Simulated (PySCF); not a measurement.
PySCF input file for GeH2Cl2, SMILES [Cl][GeH2][Cl], TDA-PBE0/def2-SVPD. Geometry optimised at B3LYP-D3(BJ)/def2-TZVP.

```python
import numpy as np
from pyscf import gto, scf, dft, tdscf

mol = gto.M(
    atom='''
    Ge    0.00000000    0.00000000   -0.60835801
    Cl    1.74886272    0.00000000    0.65608965
    Cl   -1.74886273    0.00000000    0.65608964
    H    -0.00000000    1.29638746   -1.41979581
    H    -0.00000000   -1.29638746   -1.41979581
    ''',
    basis='def2-SVPD',
    charge=0,
    spin=0,
    symmetry=True,
    max_memory=1600,
    verbose=4,
)
mf = dft.RKS(mol, xc='pbe0').density_fit(auxbasis='def2-universal-jkfit')
mf.grids.level = 3
mf.conv_tol = 1e-9
mf.max_cycle = 100
mf.kernel()
mf.grids = dft.Grids(mol).set(level=1).build(with_non0tab=True)  # coarser grid for the response kernel
td = tdscf.TDA(mf)
td.singlet = True
td.nstates = 10
td.conv_tol = 1e-4
td.kernel(x0=td.get_init_guess(mf, 15))
td.analyze()
tt = tdscf.TDA(mf)
tt.singlet = False
tt.nstates = 4
tt.conv_tol = 1e-4
tt.kernel(x0=tt.get_init_guess(mf, 9))
tt.analyze(verbose=3)
```

Program output:

```
PySCF version 2.14.0

[INPUT] verbose = 4
[INPUT] num. atoms = 5
[INPUT] num. electrons = 68
[INPUT] charge = 0
[INPUT] spin (= nelec alpha-beta = 2S) = 0
[INPUT] symmetry True subgroup None
[INPUT] Mole.unit = angstrom
[INPUT] Symbol           X                Y                Z      unit          X                Y                Z       unit  Magmom
[INPUT]  1 Ge     0.000000000000   0.000000000000  -0.608358010000 AA    0.000000000000   0.000000000000  -1.149630024585 Bohr   0.0
[INPUT]  2 Cl     1.748862720000   0.000000000000   0.656089650000 AA    3.304871570262   0.000000000000   1.239829751662 Bohr   0.0
[INPUT]  3 Cl    -1.748862730000   0.000000000000   0.656089640000 AA   -3.304871589159   0.000000000000   1.239829732764 Bohr   0.0
[INPUT]  4 H      0.000000000000   1.296387460000  -1.419795810000 AA    0.000000000000   2.449817250721  -2.683025233705 Bohr   0.0
[INPUT]  5 H      0.000000000000  -1.296387460000  -1.419795810000 AA    0.000000000000  -2.449817250721  -2.683025233705 Bohr   0.0

nuclear repulsion = 344.818758619302
point group symmetry = C2v
symmetry origin: [-4.72431537e-09  0.00000000e+00 -2.77900879e-10]
symmetry axis x: [1.00000000e+00 0.00000000e+00 2.52820876e-09]
symmetry axis y: [ 0. -1.  0.]
symmetry axis z: [ 2.52820876e-09  0.00000000e+00 -1.00000000e+00]
num. orbitals of irrep A1 = 43
num. orbitals of irrep A2 = 14
num. orbitals of irrep B1 = 29
num. orbitals of irrep B2 = 22
number of shells = 44
number of NR pGTOs = 190
number of NR cGTOs = 108
basis = def2-SVPD
ecp = {}


[settings echo left out]
init E= -2997.03821852576
HOMO (B2) = -0.336235814525272  LUMO (A1) = -0.0599729293333184  gap/eV = 7.51750
cycle= 1 E= -2997.5306859572  delta_E= -0.492  |g|= 0.514  |ddm|= 2.41
HOMO (B1) = -0.309508742024291  LUMO (A1) = -0.0628205142966443  gap/eV = 6.71273
cycle= 2 E= -2997.48941592213  delta_E= 0.0413  |g|= 0.694  |ddm|= 1.22
HOMO (B2) = -0.33391748555929  LUMO (A1) = -0.0408401428328311  gap/eV = 7.97504
cycle= 3 E= -2997.58254843665  delta_E= -0.0931  |g|= 0.0222  |ddm|= 0.711
HOMO (B2) = -0.335221556023001  LUMO (A1) = -0.0418136095837736  gap/eV = 7.98404
cycle= 4 E= -2997.58263958293  delta_E= -9.11e-05  |g|= 0.012  |ddm|= 0.0374
HOMO (B2) = -0.334936618924049  LUMO (A1) = -0.0406933734884825  gap/eV = 8.00677
cycle= 5 E= -2997.58268149587  delta_E= -4.19e-05  |g|= 0.00109  |ddm|= 0.0148
HOMO (B2) = -0.334898439787971  LUMO (A1) = -0.0407349771007715  gap/eV = 8.00460
cycle= 6 E= -2997.58268187131  delta_E= -3.75e-07  |g|= 0.00024  |ddm|= 0.00184
HOMO (B2) = -0.334924273055522  LUMO (A1) = -0.0407547788052702  gap/eV = 8.00476
cycle= 7 E= -2997.5826818856  delta_E= -1.43e-08  |g|= 5.05e-05  |ddm|= 0.000403
HOMO (B2) = -0.334917175138008  LUMO (A1) = -0.0407479511159807  gap/eV = 8.00475
cycle= 8 E= -2997.58268188635  delta_E= -7.52e-10  |g|= 5.88e-06  |ddm|= 9.93e-05
HOMO (B2) = -0.33491847367094  LUMO (A1) = -0.0407491597668104  gap/eV = 8.00475
Extra cycle  E= -2997.58268188638  delta_E= -2.46e-11  |g|= 5.19e-06  |ddm|= 1.93e-05
converged SCF energy = -2997.58268188638
tot grids = 24992


******** <class 'pyscf.tdscf.rks.TDA'> for <class 'pyscf.df.df_jk.DFSymAdaptedRKS'> ********
nstates = 10 singlet
deg_eia_thresh = 1.000e-03
wfnsym = None
conv_tol = 0.0001
eigh lindep = 1e-12
eigh level_shift = 0
eigh max_cycle = 100


Excitation energies (eV)
[6.61589801 6.87215221 6.94468336 7.13262666 7.2535688  7.51287192
 7.72252856 7.95718481 8.00244885 8.2041637 ]

** Singlet excitation energies and oscillator strengths **
Excited State   1:   B2      6.61590 eV    187.40 nm  f=0.0251
      34 -> 35       -0.69367
Excited State   2:   B1      6.87215 eV    180.42 nm  f=0.0284
      31 -> 36        0.20463
      33 -> 35       -0.66826
Excited State   3:   A2      6.94468 eV    178.53 nm  f=0.0000
      32 -> 35        0.66081
      34 -> 36        0.23306
Excited State   4:   A1      7.13263 eV    173.83 nm  f=0.0328
      31 -> 35       -0.68405
      33 -> 36        0.13881
Excited State   5:   A2      7.25357 eV    170.93 nm  f=0.0000
      32 -> 35       -0.23412
      34 -> 36        0.66364
Excited State   6:   A1      7.51287 eV    165.03 nm  f=0.0049
      31 -> 35       -0.14925
      33 -> 36       -0.68260
Excited State   7:   B2      7.72253 eV    160.55 nm  f=0.0123
      32 -> 36       -0.69967
Excited State   8:   B2      7.95718 eV    155.81 nm  f=0.0068
      34 -> 37       -0.69555
Excited State   9:   B1      8.00245 eV    154.93 nm  f=0.0190
      29 -> 35        0.14309
      31 -> 36       -0.59977
      33 -> 35       -0.16753
      33 -> 37        0.27954
Excited State  10:   B1      8.20416 eV    151.12 nm  f=0.0489
      29 -> 35        0.16609
      31 -> 36       -0.22475
      33 -> 37       -0.63695

** Transition electric dipole moments (AU) **
state          X           Y           Z        Dip. S.      Osc.
  1         0.0000     -0.3938     -0.0000      0.1551      0.0251
  2        -0.4110      0.0000     -0.0000      0.1689      0.0284
  3        -0.0000     -0.0000      0.0000      0.0000      0.0000
  4         0.0000      0.0000     -0.4332      0.1877      0.0328
  5        -0.0000     -0.0000      0.0000      0.0000      0.0000
  6         0.0000     -0.0000      0.1626      0.0264      0.0049
  7        -0.0000     -0.2548     -0.0000      0.0649      0.0123
  8         0.0000      0.1874      0.0000      0.0351      0.0068
  9        -0.3113      0.0000     -0.0000      0.0969      0.0190
 10        -0.4932      0.0000     -0.0000      0.2432      0.0489

** Transition velocity dipole moments (imaginary part, AU) **
state          X           Y           Z        Dip. S.      Osc.
  1         0.0000     -0.1181      0.0000      0.0139      0.0382
  2        -0.0932     -0.0000      0.0000      0.0087      0.0229
  3         0.0000     -0.0000     -0.0000      0.0000      0.0000
  4        -0.0000      0.0000     -0.1316      0.0173      0.0441
  5         0.0000      0.0000     -0.0000      0.0000      0.0000
  6        -0.0000     -0.0000      0.0337      0.0011      0.0027
  7         0.0000     -0.0878     -0.0000      0.0077      0.0181
  8        -0.0000      0.0424      0.0000      0.0018      0.0041
  9        -0.0323      0.0000     -0.0000      0.0010      0.0024
 10        -0.1053      0.0000     -0.0000      0.0111      0.0245

** Transition magnetic dipole moments (imaginary part, AU) **
state          X           Y           Z
  1        -0.4647     -0.0000     -0.0000
  2         0.0000      0.0751     -0.0000
  3         0.0000     -0.0000     -0.3886
  4        -0.0000      0.0000     -0.0000
  5         0.0000      0.0000     -1.0331
  6         0.0000      0.0000      0.0000
  7        -0.0343      0.0000     -0.0000
  8        -1.3138     -0.0000     -0.0000
  9         0.0000     -1.5254     -0.0000
 10        -0.0000     -0.1037     -0.0000


******** <class 'pyscf.tdscf.rks.TDA'> for <class 'pyscf.df.df_jk.DFSymAdaptedRKS'> ********
nstates = 4 triplet
deg_eia_thresh = 1.000e-03
wfnsym = None
conv_tol = 0.0001
eigh lindep = 1e-12
eigh level_shift = 0
eigh max_cycle = 100


Excitation energies (eV)
[6.06404573 6.24493345 6.44072576 6.565349  ]

** Triplet excitation energies and oscillator strengths **
Excited State   1:   B2      6.06405 eV    204.46 nm  f=0.0000
Excited State   2:   B1      6.24493 eV    198.54 nm  f=0.0000
Excited State   3:   A2      6.44073 eV    192.50 nm  f=0.0000
Excited State   4:   A1      6.56535 eV    188.85 nm  f=0.0000
```

Self-consistency was reached.
